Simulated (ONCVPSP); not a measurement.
**Logarithmic derivatives: Nb, ONCV**

niobium (Nb), optimised norm-conserving Vanderbilt (ONCV), made with ONCVPSP 4.0.1 (PW91, scalar-relativistic). Core [Ar] 3d10 4s2, reference 4p6 4d4 5s0.75 5p0.25. Waves: 5s: rc 2.55 bohr, ncon 4, nbas 7, qcut 2.3 1/bohr, 2 projectors, debl 1.2 Ha; 4p+5p: rc 2.40 bohr, ncon 4, nbas 7, qcut 6.7 1/bohr, 2 projectors; 4d: rc 2.20 bohr, ncon 5, nbas 9, qcut 7 1/bohr, 2 projectors, debl 3.5 Ha. Local part: polynomial inside 1.40 bohr (lpopt 5, dvloc0 4 Ha). Core correction: Teter function, fcfact 3.75, rcfact 1.3.

The phase is arctan(r·R′/R) of the radial function R(r), unwrapped; energies in Ha, scanned from -3 to 5 Ha. A pole is an energy at which the radial function vanishes at the test radius. The pseudo phase is shifted by a multiple of π to meet the all-electron one at the reference energy, and phase errors are pseudo minus all-electron; the curves can meet again beyond the range given. Levels narrower than the energy grid can be missing from the lists of poles.

A narrow feature of the pseudo curve, probably an extra level, lies near -0.10 Ha in the s channel; the grid steps over it, so the window and error are not given (n/a).

| channel | radius (bohr) | reference energy (Ha) | poles, all-electron | poles, pseudo | unbroken range about the reference energy with phases within 0.05 rad | phase error 1 Ha above the reference energy (rad) |
| --- | --- | --- | --- | --- | --- | --- |
| s | 2.58 | -0.16 | -2.13, 1.54 | 1.55, 4.03 | n/a | n/a |
| p | 2.43 | -0.05 | -1.17, 2.67 | -1.17, 2.64 | below 4.1 | -0.001 |
| d | 2.24 | -0.12 | 0.47, 4.83 | 0.47, 4.84 | the whole range | +0.000 |

Note: ghosts flagged at negative energy: s at -2.05 eV; no localised positive-energy state flagged. A true bound ghost makes a file unfit for plane-wave use.

Phases in the s channel:

| E (Ha) | all-electron | pseudo |
| --- | --- | --- |
| -2.98 | 1.347 | -1.775 |
| -2.54 | 1.295 | -1.798 |
| -2.10 | -1.653 | -1.832 |
| -1.66 | -1.847 | -1.883 |
| -1.22 | -1.951 | -1.974 |
| -0.78 | -2.157 | -2.174 |
| -0.34 | -2.829 | -2.837 |
| 0.10 | -4.046 | -4.040 |
| 0.54 | -4.456 | -4.455 |
| 0.98 | -4.607 | -4.607 |
| 1.42 | -4.693 | -4.693 |
| 1.86 | -4.759 | -4.759 |
| 2.30 | -4.828 | -4.835 |
| 2.74 | -4.931 | -5.002 |
| 3.18 | -5.179 | -6.930 |
| 3.62 | -6.403 | -7.741 |
| 4.06 | -7.434 | -7.859 |
| 4.50 | -7.644 | -7.931 |
| 4.94 | -7.729 | -8.004 |
